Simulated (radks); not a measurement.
The numbers below are computed, except where a source is named.
Numerical settings for the neodymium ion Nd+, [Xe] 4f4 6s1. Code: a radial shooting solver on a logarithmic mesh with Libxc functionals. Model: Dirac Kohn-Sham, LDA (Slater exchange, Perdew-Wang correlation), spin-unpolarised, spherical densities, point nucleus; open shells are shared between the two j in proportion to 2j + 1. The defaults (mesh step 0.008 in ln r, mesh end at 40 bohr or more with all orbitals vanishing there, Anderson mixing 0.5 over 9 steps, residual threshold near 1e-9 with the energy settled to 1e-9 hartree or 1e-11 of itself, here a cap of 94 iterations) give E = -9622.7590 hartree and 4f7/2 at -7.734 eV in 16 iterations. Run on one thread of a shared host, so times are rough (Arm Neoverse N1): 0.24 s of CPU time, 0.24 s wall, 16 iterations on 2648 mesh points. Changes against that run (0 stands for a change within the tolerance of the run):

| setting | iterations | converged | E (mhartree) | e(4f7/2) (meV) | CPU (s) |
|---|---|---|---|---|---|
| mesh step in ln r 0.005 | 16 | yes | 0 | 0 | 0.37 |
| mesh step in ln r 0.02 | 16 | yes | +0.000384 | 0 | 0.11 |
| mesh step in ln r 0.08 | 4 | no | diverged | - | 0.03 |
| mesh end (bohr) 8 | 16 | yes | +5.46 | +205 | 0.22 |
| mesh end (bohr) 2 | 13 | level above zero | +1.81e+04 | +5.85e+04 | 0.15 |
| residual threshold 0.01 | 11 | yes | 0 | -0.35 | 0.19 |
| residual threshold 1e-13 | 21 | yes | 0 | 0 | 0.28 |
| mixing 1 | 12 | yes | 0 | 0 | 0.2 |
| linear mixing, mixing 0.8 | 94 | no | +1.22e+04 | +6.33e+03 | 2.5 |
| linear mixing, mixing 0.05 | 94 | no | +0.00353 | -30.9 | 1.1 |
| mixing history 3 | 19 | yes | 0 | 0 | 0.26 |
| iteration cap 2 | 2 | no | +212 | -1.12e+04 | 0.05 |

Settled on a wrong energy, with an occupied level pushed above zero by the early mesh end: mesh end (bohr) 2 (+18.1 hartree). Apart from these: settings that end as converged yet miss the energy by more than 1 mhartree: mesh end (bohr) 8 (+0.00546 hartree). A mesh that ends early acts as a hard wall.
